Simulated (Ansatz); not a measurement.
Isolated molecules relaxed with PBE0-D4/def2-TZVP in Ansatz; ΔE leaves out vibrations. CBS: MP2 limit from def2 TZ/QZ plus the TZ coupled-cluster correction, frozen cores. Functionals use def2-TZVPP. Each species was taken in one conformer, which may not be the lowest.

Consider the isomerisation: `[SiH3]OCCCl` → `C[Si](C)(O)Cl`.

Task: Is it downhill or uphill in electronic energy at CCSD(T)/CBS, and by how much? (Best estimate.)

Result: The calculation gave: Downhill: ΔE = -322.7 kJ/mol.

Task: What do these levels give: B2PLYP, PBE, HF/def2-TZVPP, SCS-MP2/def2-TZVPP, MP2/def2-QZVPP, CCSD/CBS(def2)? (Best estimate.)

Result: Ansatz gave: B2PLYP -316.1, PBE -314.6, HF/def2-TZVPP -299.2, SCS-MP2/def2-TZVPP -313.3, MP2/def2-QZVPP -334.3, CCSD/CBS(def2) -321.9 kJ/mol.

Largest T1 diagnostic among the species: 0.010.

From PBE to PBE0 (25 % exact exchange), in def2-TZVPP and without D4, ΔE moves by −5.8 kJ/mol. The D4 term adds −6.0 kJ/mol with B3LYP and −3.2 kJ/mol with PBE0; it sums over pairs of atoms, weighted by their polarisabilities, and B3LYP, whose exchange is more repulsive, gets the larger term.

B3LYP here is the variant with VWN-RPA as its local correlation; programs differ in this.
